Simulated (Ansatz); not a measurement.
Saddle point of GePH7O, closed shell (GeH₄O ([OH][GeH3]) + PH₃ → GePH₅ ([PH2][GeH3]) + H₂O; bonds formed: Ge1–P7, O2–H6; bonds broken: Ge1–O2, H6–P7), PBE0-D4/def2-TZVP structure:

```json
{"atom": "Ge1", "x (Å)": "-0.2081", "y (Å)": "-1.2059", "z (Å)": "-0.0449"}
{"atom": "O2", "x (Å)": "1.4246", "y (Å)": "-0.1555", "z (Å)": "0.2601"}
{"atom": "H3", "x (Å)": "0.7224", "y (Å)": "-2.4601", "z (Å)": "-0.1775"}
{"atom": "H4", "x (Å)": "-1.0538", "y (Å)": "-1.4448", "z (Å)": "1.2058"}
{"atom": "H5", "x (Å)": "-0.8872", "y (Å)": "-1.0899", "z (Å)": "-1.4172"}
{"atom": "H6", "x (Å)": "0.9903", "y (Å)": "0.8823", "z (Å)": "0.1238"}
{"atom": "P7", "x (Å)": "-0.6734", "y (Å)": "1.5119", "z (Å)": "0.1106"}
{"atom": "H8", "x (Å)": "2.1998", "y (Å)": "-0.4015", "z (Å)": "-0.2591"}
{"atom": "H9", "x (Å)": "-1.2961", "y (Å)": "2.1290", "z (Å)": "-0.9901"}
{"atom": "H10", "x (Å)": "-1.2183", "y (Å)": "2.2347", "z (Å)": "1.1885"}
```

Energies are electronic, without zero-point energy. Barriers and step energies count from the start structure reached by relaxing down the imaginary mode; all methods use the PBE0-D4 structures, on which another method's saddle can fall below an end. Program: Ansatz 0.2.0. Basis: def2-TZVPP, with def2-QZVPP for the basis limit. Cores are frozen in the correlated methods. Filled d shells of the heavier atoms are correlated. The def2 sets are not built for correlating such inner shells, so the correlated values are less sure here. B3LYP uses VWN-RPA correlation. Extrapolation: Hartree–Fock as exp(−7.88 √X), correlation as X^−2.97.

```tsv
method	barrier (kJ/mol)	step energy (kJ/mol)
SPW92	138.0	-20.7
PBE-D4	?	-18.6
BLYP-D4	192.8	-5.6
r2SCAN-D4	186.4	-9.8
B97M-V	?	-3.3
PBE0-D4	184.9	-17.6
B3LYP-D4	203.6	-5.7
r2SCAN0-D4	196.2	-11.4
BHLYP-D4	222.4	-2.1
CAM-B3LYP-D4	211.4	-0.5
wB97X-V	210.9	-3.1
wB97M-V	?	-5.4
B2PLYP	211.8	-2.9
PBE-QIDH	201.2	-11.5
RPA on PBE	221.9	1.4
HF	272.4	11.6
MP2	210.4	-5.8
CCSD	227.6	-2.9
CCSD(T)	216.0	-4.8
```

(1) Fill in the withheld barriers. (Judge from chemistry; the value comes from the calculation.)

T1 diagnostic: at most 0.013.

Answers

(1) The calculation gives: wB97M-V 207.4; PBE-D4 169.2; B97M-V 206.2 kJ/mol. Each is the energy of the saddle less that of the start structure, by the same method.

For comparison, the barrier by CCSD(T) at an estimated basis limit (MP2 extrapolated from triple and quadruple zeta, plus CCSD(T) − MP2 in triple zeta) is 212.9 kJ/mol.

Labels in which every atom is bracketed show which atoms are joined, not bond orders.

For scale, one of the runs: CCSD(T)/def2-TZVPP, 219 basis functions, launched by `ansatz run in.yaml --threads 4 --pin off --events-out ev --progress --plain --max-ram 9574MiB`. Hardware: 4 CPU threads of an Arm Neoverse V2, shared host. Wall time 81 s; peak host memory 3.2 GiB.
